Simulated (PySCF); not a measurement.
Vertical excitations of a molecule CH8FNOSi2 from TDDFT-B3LYP/def2-SVPD (PySCF), as energy in eV (oscillator strength): 6.75 (0.054), 7.32 (0.003), 7.61 (0.002), 7.71 (0.003), 7.74 (0.008), 7.89 (0.020), 7.97 (0.011), 7.99 (0.011), 8.11 (0.013), 8.38 (0.047). Lowest triplet (TDA): 6.35 eV. Geometry optimised at PBE-D3(BJ)/def2-SVP. The values are those of a single conformer.

Task: Which molecule gave these data?
A. C[Si@H](F)N[SiH2]O
B. C[SiH2]O[Si@@H](N)F
C. N[Si@H](O)C[SiH2]F
D. CN([SiH3])[Si@@H](O)F

Result: B, C[SiH2]O[Si@@H](N)F
